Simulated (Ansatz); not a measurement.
`[F][GeH2][SiH3]` + `NC(S)O[SiH3]` → `[NH2][GeH]([F])[SiH3]` + `[SiH3]OCS`  (redistribution)

Isolated molecules relaxed with PBE0-D4/def2-TZVP in Ansatz; ΔE leaves out vibrations. CBS: MP2 limit from def2 TZ/QZ plus the TZ coupled-cluster correction, frozen cores. DFT in def2-TZVPP. For Ge outer-core shells are correlated without core-valence functions, which leaves a few kJ/mol of doubt a bond. Scalar relativity is left out up to krypton. One conformer a species, not always the lowest.

CCSD(T)/CBS gives -0.65 eV.

Problem. Another level gave -0.59 eV. Which?
A. SCS-MP2/def2-TZVPP
B. ωB97M-V/def2-TZVPP
C. PBE-D4/def2-TZVPP
D. CCSD(T)/def2-TZVPP

Solution. B. ωB97M-V -0.59, CCSD(T)/def2-TZVPP -0.63, SCS-MP2/def2-TZVPP -0.68, PBE-D4 -0.54 eV.

Largest T1 diagnostic among the species: 0.012.

The D4 term adds +0.04 eV with B3LYP and +0.02 eV with PBE0; it sums over pairs of atoms, weighted by their polarisabilities, and B3LYP, whose exchange is more repulsive, gets the larger term.

B3LYP here is the variant with VWN-RPA as its local correlation; programs differ in this.
